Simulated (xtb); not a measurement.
xtb input:

```bash
xtb mol.xyz --gfn 1 --opt tight --chrg 0 --uhf 0
```
mol.xyz:
```
11

Si    -0.01992572    -0.31729695    -0.10526848
Cl     0.03226839     1.36576174    -1.30869001
Cl     0.07298909     0.31035707     1.86476996
C     -1.63507321    -1.18863320    -0.37432573
C      1.47548584    -1.35263394    -0.46878140
H     -2.47184090    -0.52873731    -0.14412557
H     -1.72314627    -1.50865267    -1.41442929
H     -1.70154849    -2.06842685     0.26873642
H      1.46635347    -1.67681547    -1.51128208
H      1.48795125    -2.23658965     0.17188362
H      2.38933801    -0.78503752    -0.29174081
```

### Question
What final total energy does it print?

### Answer
-17.96795 Eh (GFN1-xTB).
